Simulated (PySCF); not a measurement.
## Ionisation energy of Ca by level of theory

Ca [Ar] 4s2 (1S) → Ca⁺ [Ar] 4s1 (2S), as a difference of total energies. Computed with PySCF 2.14 in aug-cc-pVDZ-X2C, with the spin-free X2C one-electron Hamiltonian (Gaussian nucleus). Correlated levels: valence: [Ar] frozen. The calculations carry no spin-orbit coupling.

```tsv
method	ionisation energy (eV)	error (eV)
UHF	5.147	-0.966
MN15	6.337	+0.224
M06-2X	6.310	+0.197
MP2 (valence)	5.624	-0.489
SCS-MP2 (valence)	5.720	-0.393
CCSD (valence)	5.907	-0.206
```

Reference: 6.113 eV (measured; NIST Atomic Spectra Database, ionization energies).

Errors of the correlated levels include the incompleteness of this basis and the frozen core.

With two correlated electrons CCSD is exact in that space.
